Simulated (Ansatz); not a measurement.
Ansatz (a program for electronic structure) input (MP2/6-31G*):

Ansatz 0.2 input:
```yaml
crystal:
  periodic: [false, false, false]
  atoms:
    - {symbol: O, position_ang: [-1.26833340, -0.54710562, 0.00824721]}
    - {symbol: S, position_ang: [-0.14922914, 0.49793037, 0.02004487]}
    - {symbol: F, position_ang: [1.39270370, -0.39889344, -0.04296616]}
basis:
  gaussian:
    orbitals: 6-31G*
total_charge: -1
magnetization: {spin_polarized: false}
correlation: {method: mp2, electrons: outside_noble_gas}
relax: {f_tol: 0.003, max_steps: 120}
```

Task: Predict the final energy.

Result: -572.23413 Eh.
